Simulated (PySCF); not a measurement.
**Exact mass, isotope pattern and composition**

Species: C5H8FO.

Calculated for natural abundance.

Question: What are the average molar mass and the monoisotopic mass?

Answer: For C5H8FO, with standard atomic weights, 5 × 12.011 + 1 × 18.998 + 1 × 15.999 + 8 × 1.008 = 103.116 g/mol. From the most abundant isotopes (12C, 19F, 16O, 1H), 5 × 12.000000 + 1 × 18.998403 + 1 × 15.994915 + 8 × 1.007825 = 103.0559 u.

Question: What cluster does the singly charged cation M+ show when like nominal masses merge?

Answer: 
| nominal mass | m/z (centroid) | relative intensity |
| --- | --- | --- |
| 103 | 103.0554 | 100.0 |
| 104 | 104.0588 | 5.5 |
| 105 | 105.0606 | 0.3 |

Cut off at 0.1 %. One electron mass, 0.00055 u, is taken off. Abundances used (%; other tables differ somewhat): 12C 98.93, 13C 1.07; 16O 99.757, 17O 0.038, 18O 0.205; 1H 99.9885, 2H 0.0115.

Question: Elemental analysis, calculated?

Answer: C 58.24 %, F 18.42 %, O 15.52 %, H 7.82 %.

Question: Which singly substituted isotopologues are there?

Answer: Intensity in % of the monoisotopic species:

```json
{"isotope": "13C", "mass shift (u)": "+1.00335", "m/z": "104.0587", "intensity (%)": "5.41"}
{"isotope": "17O", "mass shift (u)": "+1.00422", "m/z": "104.0596", "intensity (%)": "0.04"}
{"isotope": "2H", "mass shift (u)": "+1.00628", "m/z": "104.0616", "intensity (%)": "0.09"}
{"isotope": "18O", "mass shift (u)": "+2.00425", "m/z": "105.0596", "intensity (%)": "0.21"}
```

Species under 0.02 % are left out.

Question: What resolving power m/Δm just matches the spacing of the species with one 13C and with one 2H?

Answer: They lie 0.00292 u apart at mass 104.06, so m/Δm is about 36000.

Question: What share of all molecules is the monoisotopic species?

Answer: 0.9893^5 × 1 × 0.99757 × 0.999885^8 = 94.45 %.
